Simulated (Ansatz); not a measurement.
The cluster Ga4P4, relaxed as a singlet with RKS PBE0-D4/def2-SVP in Ansatz, starting from the GFN1-xTB geometry. Force threshold 0.02 eV/Å.

Another isomer (singlet) lies 0.13 eV lower at PBE0-D4/def2-TZVP; other spin states weren't run for this one.

Start:

```xyz
8

Ga   -1.031   -2.266    0.626
Ga   -0.554    2.488    0.266
Ga    1.793    1.598    0.909
Ga   -0.204   -1.824   -1.789
P    -0.422    0.004    1.524
P     1.330   -0.800    0.311
P    -1.491    0.270   -0.469
P     0.580    0.531   -1.377
```

```json
{"step": "1", "energy (eV)": "-246591.1890", "largest force component (eV/Å)": "0.927", "SCF passes": "16"}
{"step": "2", "energy (eV)": "-246591.4328", "largest force component (eV/Å)": "0.276", "SCF passes": "21"}
{"step": "3", "energy (eV)": "-246591.4800", "largest force component (eV/Å)": "0.088", "SCF passes": "21"}
{"step": "4", "energy (eV)": "-246591.4833", "largest force component (eV/Å)": "0.027", "SCF passes": "21"}
{"step": "5", "energy (eV)": "-246591.4838", "largest force component (eV/Å)": "0.003", "SCF passes": "22"}
```

Force components are those of the run's own axes.

End:

```xyz
8

Ga   -1.099   -2.306    0.806
Ga   -0.733    2.568    0.215
Ga    1.973    1.538    0.959
Ga   -0.141   -1.800   -1.979
P    -0.419    0.010    1.539
P     1.335   -0.815    0.311
P    -1.501    0.265   -0.469
P     0.586    0.541   -1.381
```

By distances, no bond broke or formed. The bond that changes most is Ga2–P5, from 2.79 to 2.90 Å (atoms count from 1).

No frequencies were taken in this run, so the end may be a saddle point.

Run time 50 s (4 threads of Arm Neoverse V2 on a shared host), peak host memory 0.92 GiB.
